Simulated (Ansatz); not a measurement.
Ideal-gas functions of CH₄F₂SeSi (`FC[SiH](F)[SeH]`) at 400 K and 1 bar, from an Ansatz frequency run at PBE0-D4/def2-TZVP.

Molar mass 161.08 g/mol, point group C1 (symmetry number 1), electronic degeneracy 1, moments of inertia 104.607, 455.031, 530.663 u Å². Harmonic wavenumbers (cm⁻¹, unscaled): 81, 104, 170, 204, 236, 273, 429, 609, 682, 752, 821, 843, 914, 1071, 1245, 1318, 1452, 2267, 2436, 3041, 3096.

Use S(trans) = R[1.5 ln M + 2.5 ln T − 1.1517]; rotational temperatures θ = 24.2544 K / I; S(rot) = R[ln(√π/σ · √(T³/θAθBθC)) + 1.5]; for each mode x = 1.438777 ν̃/T, S = R[x/(eˣ − 1) − ln(1 − e⁻ˣ)] and H = RT x/(eˣ − 1); 1 cm⁻¹ = 0.0119627 kJ/mol; R = 8.31446 J/(mol·K).

By hand: the entropy, in J/(mol·K).

Translation 178.3. Rotation: θ = 0.2319, 0.0533, 0.0457 K, giving 123.0. Vibration, mode by mode: 18.60, 16.54, 12.53, 11.07, 9.92, 8.79, 5.49, 3.28, 2.67, 2.19, 1.80, 1.69, 1.38, 0.87, 0.52, 0.42, 0.28, 0.02, 0.01, 0.00, 0.00, in all 98.1. Electronic 0.0. Sum 399.4 J/(mol·K).

By hand: H − E and G − E in kJ/mol, counted from the electronic energy.

Zero-point energy ½ × 22044 × 0.0119627 = 131.9; thermal vibration 20.2; translation, rotation and pV give 4 RT = 13.3. H − E = 165.4 kJ/mol, and G − E = 165.4 − 400 × 399.4/1000 = 5.6 kJ/mol.

Vibration gives 25 % of the entropy, 35.1 J/(mol·K) of it from the modes under 150 cm⁻¹: soft modes count most, and the harmonic formula is weakest for them. The sum counts one conformer and one mirror image; others add a mixing term.
